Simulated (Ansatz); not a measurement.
Reactions of trimethylindium (TMIn).

Program: Ansatz. Geometries: PBE0-D4/def2-TZVP. ΔE: electronic, gas phase. CCSD(T)/CBS adds triple-zeta CCSD(T) − MP2 to the extrapolated MP2 energy (def2 sets, frozen cores). This one scheme is used for every species. def2 core potentials past Kr. For In, Mg outer-core shells are correlated without core-valence functions, which leaves a few kJ/mol of doubt a bond. Each species was taken in one conformer, which may not be the lowest.

Order these by ΔE at CCSD(T)/CBS, lowest first. (Estimate.)
A. trimethylindium + `[NH2][Mg][SH]` → `C[S][Mg][NH2]` + `[CH3][InH][CH3]`
B. trimethylindium + `CNCO` → `CN(C)CO` + `[CH3][InH][CH3]`
C. trimethylindium + H–F → `[CH3][In]([CH3])[F]` + CH₄

C (-1.21 eV), B (+0.45 eV), A (+0.62 eV).

Largest T1 diagnostic: 0.014, for `[CH3][In]([CH3])[F]`.
